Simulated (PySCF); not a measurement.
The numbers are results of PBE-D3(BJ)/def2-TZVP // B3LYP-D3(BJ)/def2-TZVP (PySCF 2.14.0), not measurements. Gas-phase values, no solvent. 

Reference species (SMILES): `C1=C[SiH2]C1` (neutral, multiplicity 1).

```json
{
 "LUMO": "-1.18 eV",
 "HOMO": "-6.58 eV",
 "HOMO–LUMO gap": "5.40 eV",
 "dipole_moment": "0.66 D"
}
```

After one change: the LUMO falls by 0.16 eV; the HOMO goes up by 0.67 eV; the HOMO–LUMO gap decreases by 0.82 eV; the dipole moment increases by 0.73 D.

Task: What was changed between the two runs? The new species is one of these.
A) `C=C1C[SiH2]1`
B) `[SiH3]C1C=C1`
C) `C=C=C[SiH3]`
D) `C[Si]1=CC1`

Result: B, `[SiH3]C1C=C1`
